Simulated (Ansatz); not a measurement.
Diatomic TaAl, multiplicity 7 (an upper state: multiplicity 5 came lower at CCSD(T)/def2-TZVPP on PBE0 minima). No spin–orbit coupling.

Constants: fifth-degree fit in 1/R to seven points, most abundant isotopes. In def2 and cc sets the state is the lowest found near the PBE0 minimum, followed along R.

The values were computed with Ansatz (Gaussian basis) for Hartree–Fock, density functionals and correlated methods. Each number belongs to the level named beside it. In def2 rows elements past Kr take small-core potentials, without spin–orbit coupling.

**Question.** What bond length and harmonic frequency does PBE/def2-TZVPP give?

**Answer.** r_e = 2.567 Å, ω_e = 297 cm⁻¹.

**Question.** What bond length and harmonic frequency does PBE0/def2-TZVPP give?

**Answer.** r_e = 2.539 Å, ω_e = 314 cm⁻¹.

**Question.** What bond length and harmonic frequency does wB97X-V/def2-TZVPP give?

**Answer.** r_e = 2.515 Å, ω_e = 332 cm⁻¹.

Ansatz is an electronic-structure program.
